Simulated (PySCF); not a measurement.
# Computed records: CH$_{4}$BGeO

Computed with PySCF 2.14.0. Calculation on a computer-drawn molecule: optimised geometry and harmonic frequencies of an isolated molecule of the commonest isotopes, restricted reference for singlets and unrestricted otherwise, frozen core in MP2; on germanium a core potential holds 10 electrons, which the energies leave out, and 3d is frozen in MP2 and coupled-cluster steps.

```json
{"formula": "CH4BGeO", "start_structure": {"atoms_angstrom": [["B", -1.4386, 1.3556, 1.1763], ["C", -1.5241, 0.1739, 1.8347], ["O", -2.0083, -0.4371, 2.8976], ["Ge", -0.5043, -1.0695, 0.5264], ["H", -1.3233, 2.186, 0.4052], ["H", -1.4336, -1.2412, 3.1559], ["H", 0.5132, -1.4978, 1.663], ["H", 0.4492, -0.0905, -0.1384]]}, "given": {"charge": 0, "multiplicity": 2, "method": "HF", "basis": "cc-pVDZ", "basis_and_core_potential_on_germanium": "cc-pVDZ-PP ECP10MDF", "drawn_bonds_atom": [1, 2, 2, 1, 3, 4, 4], "drawn_bonds_other_atom": [2, 3, 4, 5, 6, 7, 8], "drawn_bonds_order": [2, 1, 1, 1, 1, 1, 1]}, "results": {"optimised_atom_element": ["B", "C", "O", "Ge", "H", "H", "H", "H"], "optimised_atom_x [angstrom]": [-1.481, -1.455, -2.143, -0.2962, -1.425, -1.625, 0.775, 0.3793], "optimised_atom_y [angstrom]": [1.366, 0.09374, -0.4067, -1.05, 2.356, -1.067, -1.727, -0.1852], "optimised_atom_z [angstrom]": [1.194, 1.769, 2.839, 0.6909, 0.5638, 3.274, 1.576, -0.3868], "modes_frequency [cm^-1]": [151.7, 234.4, 248.3, 277.8, 384.4, 522.4, 578.3, 657.0, 675.2, 839.7, 909.1, 1095, 1390, 1580, 2129, 2183, 2944, 4138], "modes_reduced_mass [dalton]": [1.835, 1.302, 1.46, 2.631, 3.584, 2.371, 1.308, 1.475, 1.227, 1.601, 1.033, 5.828, 1.342, 4.259, 1.019, 1.022, 1.124, 1.067], "rotational_constants [GHz]": [9.337, 3.202, 2.419], "total_energy [hartree]": -433.0031, "spin_squared": 0.8223, "convergence_status_largest_gradient_component [hartree/bohr]": 3.162e-05}}
```
